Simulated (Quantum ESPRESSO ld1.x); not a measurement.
Ne III, configuration [He] 2s2 2p4 (the NIST ground configuration).

Method: Dirac Kohn-Sham, PW91, spin-unpolarised, spherical densities, point nucleus; open shells fill j = l - 1/2 first; computed with ld1.x of Quantum ESPRESSO 7.5.

Energy parts (hartree):
| part | energy |
|---|---|
| total | -126.672 |
| kinetic | 126.731 |
| electron-nucleus | -293.424 |
| Hartree | 51.223 |
| exchange-correlation | -11.202 |

Orbitals (lengths in bohr, moments of r in powers of bohr; <r^-3> diverges for s and p1/2):
| orbital | occ. | eigenvalue (hartree) | <r^-3> |
|---|---|---|---|
| 1s1/2 | 2 | -32.4113 | - |
| 2s1/2 | 2 | -2.87365 | - |
| 2p1/2 | 2 | -2.02292 | - |
| 2p3/2 | 2 | -2.01792 | 14.58 |
| 3s1/2 | 0 | -0.61217 | - |
| 3p1/2 | 0 | -0.45145 | - |
| 3p3/2 | 0 | -0.45090 | 1.587 |
| 3d3/2 | 0 | -0.27174 | 0.06892 |
| 3d5/2 | 0 | -0.27172 | 0.06887 |

The highest occupied level is 2p3/2 at -54.910 eV. The density falls to 0.001 e/bohr^3 at r = 2.38 bohr.

Run on one thread of a shared host, so times are rough (Intel(R) Xeon(R) Processor @ 2.60GHz): 0.48 s of CPU time, 0.99 s wall, 24 iterations on 1865 mesh points.
